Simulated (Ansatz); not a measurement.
Geometry optimisation, Ansatz 0.2.0, UKS PBE-D4/def2-SVP.

Input:

```yaml
crystal:
  periodic: [false, false, false]
  atoms:
    - { symbol: Ga, position_ang: [-1.422538, -0.779122, 0.24999] }
    - { symbol: O, position_ang: [-1.266566, 1.051302, -0.055205] }
    - { symbol: H, position_ang: [-1.697584, -1.721931, -0.984282] }
    - { symbol: H, position_ang: [-1.373435, -1.111108, 1.781377] }
    - { symbol: H, position_ang: [0.993565, 0.835658, -0.046035] }
    - { symbol: "N", position_ang: [1.670411, 0.064526, 0.016842] }
    - { symbol: H, position_ang: [-1.44491, 1.28149, -0.988001] }
    - { symbol: H, position_ang: [2.263137, 0.255797, 0.836436] }
    - { symbol: H, position_ang: [2.27772, 0.123386, -0.811122] }
magnetization:
  spin_polarized: true
basis:
  gaussian: { orbitals: def2-SVP }
hamiltonian:
  xc: pbe
  dispersion: d4
relax:
  f_tol: 0.03
  max_steps: 50
```

Command:

```bash
$ ansatz run input.yaml --threads 2 --pin off --max-ram 3072MiB --backend cpu --events-out ev --progress --plain --runs-dir out
```

Question: Where does it end, and by what steps?

Answer: The run converged. After 9 steps the energy has fallen by 0.665 eV; H9 moved furthest, 0.70 Å. Joined: Ga1–N6.

```json
{"step": "0", "energy less start (eV)": "0.0000", "largest force component (eV/Å)": "0.693", "accepted": "yes"}
{"step": "1", "energy less start (eV)": "-0.1773", "largest force component (eV/Å)": "0.383", "accepted": "yes"}
{"step": "2", "energy less start (eV)": "-0.4185", "largest force component (eV/Å)": "0.513", "accepted": "yes"}
{"step": "3", "energy less start (eV)": "-0.5987", "largest force component (eV/Å)": "0.418", "accepted": "yes"}
{"step": "4", "energy less start (eV)": "-0.5818", "largest force component (eV/Å)": "1.382", "accepted": "no"}
{"step": "5", "energy less start (eV)": "-0.6389", "largest force component (eV/Å)": "0.184", "accepted": "yes"}
{"step": "6", "energy less start (eV)": "-0.6590", "largest force component (eV/Å)": "0.104", "accepted": "yes"}
{"step": "7", "energy less start (eV)": "-0.6620", "largest force component (eV/Å)": "0.131", "accepted": "yes"}
{"step": "8", "energy less start (eV)": "-0.6639", "largest force component (eV/Å)": "0.036", "accepted": "yes"}
{"step": "9", "energy less start (eV)": "-0.6649", "largest force component (eV/Å)": "0.020", "accepted": "yes"}
```

```xyz
9
Properties=species:S:1:pos:R:3
Ga -0.832 -0.576 0.188
O -1.220 1.213 -0.133
H -1.037 -1.560 -1.044
H -0.949 -0.987 1.713
H 1.026 0.995 -0.141
N 1.240 0.004 0.069
H -1.822 1.340 -0.886
H 1.790 -0.044 0.936
H 1.803 -0.384 -0.699
```

The run took 18 s on 2 threads of Intel(R) Xeon(R) Platinum 8488C (Sapphire Rapids), on a shared host, peak memory 0.18 GiB.
